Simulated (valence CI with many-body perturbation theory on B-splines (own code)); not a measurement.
Energy levels of Pb⁴⁹⁺

Computed by configuration interaction combined with many-body perturbation theory (CI+MBPT): five valence electrons over a frozen Dirac-Fock core [Ar] 3d10, a basis of 11 s, 11 p, 10 d, 8 f, 5 g, 2 h functions for each j, with the one-electron correlation potential Σ1 (screened to all orders), the two-electron term Σ2, the three-electron term Σ3, Breit, model QED; selected single and double excitations, second order for the rest, scaled by the run's own slope (own B-spline code, finite nucleus).

The last digits are not significant, and no measured levels were compared; by estimate large intervals hold to a few tenths of a per cent, small ones and those within an open d or f shell to about a per cent. Among the levels kept, up to 2200 cm⁻¹ of a level comes from second order outside the variational space, and about a tenth of that is noise between levels of different J, which matters for small intervals.

Levels 1 to 45 of 175, with energies above the lowest level, (4s^2 4p1/2^2 4p3/2) J=3/2. "Leading %" is the weight of the configuration and term that name the level; weights of strongly mixed levels are sums over their largest components and can fall short, so below about 35 % the name and the second component can differ from the true leading terms, or belong to a minority configuration. In the jj column 3d3/2^4 stands for four electrons in 3d with j = 3/2. Lifetimes count E1, E2, E3, M1 and M2 decay at the calculated energies, and are blank where another channel may lead or the interval is too uncertain; long ones can be off by a factor of two.

```csv
No.,Configuration,Term,J,E (eV),Leading %,Leading jj,Lifetime,g
1,4s²4p³,²P°,3/2,0.00,48,4s^2 4p1/2^2 4p3/2 (99 %),,1.350
2,4s²4p³,⁴S°,3/2,158.41,55,4s^2 4p1/2 4p3/2^2 (99 %),25.7 ns,1.458
3,4s²4p³,²D°,5/2,164.70,99,4s^2 4p1/2 4p3/2^2 (99 %),114 ns,1.194
4,4s²4p³,²P°,1/2,172.70,99,4s^2 4p1/2 4p3/2^2 (99 %),40.8 ns,0.657
5,4s²4p²4d,²D,3/2,182.90,40,4s^2 4p1/2^2 4d3/2 (99 %),38.1 ps,0.784
6,4s²4p²4d,²D,5/2,225.30,32,4s^2 4p1/2^2 4d5/2 (96 %),3.00 ps,1.209
7,4s4p⁴,⁴P,5/2,278.51,67,4s 4p1/2^2 4p3/2^2 (94 %),3.06 ps,1.464
8,4s4p⁴,²S,1/2,295.61,59,4s 4p1/2^2 4p3/2^2 (93 %),1.66 ps,2.073
9,4s4p⁴,²P,3/2,297.60,42,4s 4p1/2^2 4p3/2^2 (89 %),872 fs,1.175
10,4s²4p³,²P°,3/2,332.26,51,4s^2 4p3/2^3 (98 %),10.8 ns,1.309
11,4s²4p²4d,⁴F,5/2,340.31,46,4s^2 4p1/2 4p3/2 4d3/2 (98 %),59.5 ps,0.960
12,4s²4p²4d,⁴F,3/2,341.04,38,4s^2 4p1/2 4p3/2 4d3/2 (97 %),7.24 ps,0.905
13,4s²4p²4d,⁴D,1/2,341.20,80,4s^2 4p1/2 4p3/2 4d3/2 (99 %),55.9 ps,0.193
14,4s²4p²4d,²G,7/2,346.76,51,4s^2 4p1/2 4p3/2 4d3/2 (97 %),558 ps,1.033
15,4s²4p²4d,²D,5/2,363.75,36,4s^2 4p1/2 4p3/2 4d3/2 (92 %),340 fs,1.177
16,4s²4p²4d,²D,3/2,365.63,35,4s^2 4p1/2 4p3/2 4d3/2 (90 %),258 fs,1.197
17,4s²4p²4d,²P,1/2,366.73,37,4s^2 4p1/2 4p3/2 4d3/2 (95 %),314 fs,1.705
18,4s²4p²4d,⁴D,7/2,375.10,48,4s^2 4p1/2 4p3/2 4d5/2 (99 %),842 ps,1.309
19,4s²4p²4d,²P,3/2,381.38,45,4s^2 4p1/2 4p3/2 4d5/2 (94 %),4.57 ps,1.368
20,4s²4p²4d,²G,9/2,382.22,62,4s^2 4p1/2 4p3/2 4d5/2 (99 %),817 ns,1.188
21,4s²4p²4d,²F,5/2,383.98,34,4s^2 4p1/2 4p3/2 4d5/2 (94 %),4.23 ps,1.130
22,4s²4p²4d,²D,5/2,397.41,38,4s^2 4p1/2 4p3/2 4d5/2 (93 %),862 fs,1.266
23,4s²4p²4d,²F,7/2,397.97,59,4s^2 4p1/2 4p3/2 4d5/2 (95 %),1.31 ps,1.123
24,4s²4p²4d,²D,3/2,400.92,61,4s^2 4p1/2 4p3/2 4d5/2 (96 %),1.90 ps,0.933
25,4s²4p²4d,²P,1/2,402.60,55,4s^2 4p1/2 4p3/2 4d5/2 (95 %),1.47 ps,1.221
26,4s²4p²4f,²F°,5/2,427.63,37,4s^2 4p1/2^2 4f5/2 (93 %),4.26 ps,0.848
27,4s²4p²4f,²F°,7/2,440.11,32,4s^2 4p1/2^2 4f7/2 (92 %),5.20 ps,1.143
28,4s4p⁴,⁴P,3/2,444.09,73,4s 4p1/2 4p3/2^3 (91 %),1.01 ps,1.527
29,4s4p⁴,²D,5/2,453.74,67,4s 4p1/2 4p3/2^3 (91 %),1.01 ps,1.298
30,4s4p³4d,⁴D°,5/2,458.01,29,4s 4p1/2^2 4p3/2 4d3/2 (95 %),16.9 ps,1.273
31,4s4p³4d,⁴D°,3/2,458.74,27,4s 4p1/2^2 4p3/2 4d3/2 (96 %),9.66 ps,1.294
32,4s4p³4d,⁴P°,1/2,458.93,46,4s 4p1/2^2 4p3/2 4d3/2 (96 %),20.5 ps,2.420
33,4s4p³4d,⁴F°,7/2,464.52,22,4s 4p1/2^2 4p3/2 4d3/2 (85 %),12.8 ps,1.269
34,4s4p⁴,²P,1/2,465.86,57,4s 4p1/2 4p3/2^3 (90 %),471 fs,1.358
35,4s4p⁴,²P,3/2,467.07,45,4s 4p1/2 4p3/2^3 (90 %),488 fs,1.087
36,4s4p³4d,²D°,3/2,474.08,29,4s 4p1/2^2 4p3/2 4d3/2 (86 %),1.64 ps,0.999
37,4s4p³4d,⁴D°,1/2,482.34,48,4s 4p1/2^2 4p3/2 4d3/2 (94 %),940 fs,0.548
38,4s4p³4d,²F°,5/2,483.38,32,4s 4p1/2^2 4p3/2 4d3/2 (90 %),690 fs,0.915
39,4s4p³4d,⁴F°,9/2,491.75,48,4s 4p1/2^2 4p3/2 4d5/2 (97 %),30.7 ps,1.353
40,4s4p³4d,⁴D°,5/2,502.29,30,4s 4p1/2^2 4p3/2 4d5/2 (96 %),2.12 ps,1.383
41,4s4p³4d,²D°,3/2,508.88,33,4s 4p1/2^2 4p3/2 4d5/2 (86 %),2.70 ps,1.140
42,4s4p³4d,²F°,7/2,509.19,33,4s 4p1/2^2 4p3/2 4d5/2 (88 %),2.01 ps,1.239
43,4s4p³4d,⁴D°,7/2,517.25,28,4s 4p1/2^2 4p3/2 4d5/2 (91 %),887 fs,1.198
44,4s²4p²4d,²D,3/2,521.25,32,4s^2 4p3/2^2 4d3/2 (91 %),329 fs,1.188
45,4s4p³4d,²P°,1/2,521.88,47,4s 4p1/2^2 4p3/2 4d5/2 (95 %),1.83 ps,0.641
```

The ionisation energy to 4s²4p² ³P0 of the next ion comes out as 2736.6 eV (NIST: 2735 ± 4 eV (theoretical)). All 175 levels together are meant to be complete up to 744.17 eV.
